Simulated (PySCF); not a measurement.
Compound: C3H6ClFO2S.
Numbering: `[CH3:1][CH2:2][C@@H:3]([F:4])[S:5](=[O:6])(=[O:7])[Cl:8]` (hydrogens: H9, H10, H11 on C1; H12, H13 on C2; H14 on C3)

Cartesian coordinates in Å at the GFN2-xTB level; atoms count from 1:
```
atom  x, y, z in Å
C1    -1.561    0.581    0.274
C2    -0.857   -0.534   -0.487
C3     0.455   -0.886    0.163
F4     1.093   -1.894   -0.478
S5     1.562    0.582   -0.018
O6     1.485    1.089   -1.346
O7     1.358    1.478    1.073
Cl8    3.403   -0.227    0.224
H9    -0.941    1.472    0.302
H10   -2.501    0.824   -0.215
H11   -1.775    0.276    1.296
H12   -1.484   -1.430   -0.528
H13   -0.645   -0.217   -1.511
H14    0.408   -1.115    1.229
```

Computed, not measured: TDDFT wB97X-D/def2-SVPD, vertical, gas phase, core orbitals frozen in the response (PySCF).

Kohn–Sham orbitals with the atoms that hold most of them (Löwdin shares over 4%, at most four atoms; ? is withheld):

| orbital | ε (eV) | atoms |
| --- | --- | --- |
| LUMO+2 | 2.14 | S5 30%, Cl8 14%, F4 7%, C1 7% |
| LUMO+1 | 1.88 | S5 24%, H14 10%, Cl8 10%, C1 9% |
| LUMO | ? | ? |
| HOMO | -11.12 | Cl8 40%, O7 30%, O6 16% |
| HOMO-1 | -11.28 | ? |
| HOMO-2 | -11.90 | Cl8 68%, O6 14%, S5 6%, O7 5% |
| HOMO-3 | -12.00 | O6 39%, O7 24%, Cl8 16%, S5 8% |

**Question.** Give the leading atoms of the LUMO.

**Answer.** Cl8 (bonded to S) 42%; S5 (bonded to C, Cl and 2 O) 26%; O6 (bonded to S) 8%; C3 (bonded to C, F, S and H) 8%.

**Question.** Which atoms hold the HOMO-1, and with what shares?

**Answer.** O7 (bonded to S) 25%; O6 (bonded to S) 21%; Cl8 (bonded to S) 20%; C3 (bonded to C, F, S and H) 9%. By element: oxygen 46%, chlorine 20%, carbon 9% or more.

**Question.** What is the LUMO energy, and the HOMO–LUMO gap?

**Answer.** ε(LUMO) = -0.03 eV; the gap is 11.09 eV (0.4077 hartree).

**Question.** The HOMO–LUMO gap is 11.09 eV. Where does the response calculation put the lowest singlet, and from which orbitals?

**Answer.** S1 is at 6.00 eV (f = 0.0051), 5.09 eV below the gap, made of HOMO→LUMO (77%), HOMO-1→LUMO (18%). 

Next come S2 at 6.53 eV (f 0.042), HOMO-2→LUMO (41%), HOMO-1→LUMO (37%); S3 at 6.65 eV (f 0.070), HOMO-2→LUMO (49%), HOMO-1→LUMO (33%), HOMO→LUMO (10%); S4 at 6.88 eV (f 0.017), HOMO-3→LUMO (88%); S5 at 7.79 eV (f 0.010), HOMO-6→LUMO (40%), HOMO-4→LUMO (18%), HOMO-8→LUMO (13%).

One conformer stands for the species.
